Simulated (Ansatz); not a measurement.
Program: Ansatz. Geometries: PBE0-D4/def2-TZVP. ΔE: electronic, gas phase. CCSD(T)/CBS adds triple-zeta CCSD(T) − MP2 to the extrapolated MP2 energy (def2 sets, frozen cores). Functionals use def2-TZVPP. B3LYP here is the variant with VWN-RPA as its local correlation; programs differ in this. def2 core potentials past Kr. For Sn outer-core shells are correlated without core-valence functions, which leaves a few kJ/mol of doubt a bond. One conformer a species, not always the lowest.

Reaction (formal exchange of groups at the Sn–C bond): `OC(O)=[CH][SnH3]` + `C[Si](Cl)(Cl)Cl` → `Cl[Si](Cl)(Cl)[SnH3]` + `CC=C(O)O`

| level | ΔE (eV) |
| --- | --- |
| B3LYP-D4 | 0.23 |
| ωB97M-V | 0.34 |
| PBE0 | 0.22 |
| HF/def2-TZVPP | 0.32 |
| CCSD/def2-TZVPP | 0.35 |
| MP2/def2-QZVPP | 0.40 |
| SCS-MP2/def2-QZVPP | 0.37 |
| HF/CBS(def2) | 0.33 |

(1) What does CCSD(T)/CBS give? (Estimate.)

Largest T1 diagnostic among the species: 0.013.

## Answers

(1) Computed: +0.33 eV. The listed levels differ from it by -0.10, 0.01, -0.11, -0.01, 0.02, 0.07, 0.04, 0.00 eV.

In def2-TZVPP, CCSD(T) changes the Hartree–Fock value by +0.05 eV (the triples alone add +0.02 eV) and MP2 by +0.10 eV. From PBE to PBE0 (25 % exact exchange), in def2-TZVPP and without D4, ΔE moves by +0.04 eV.
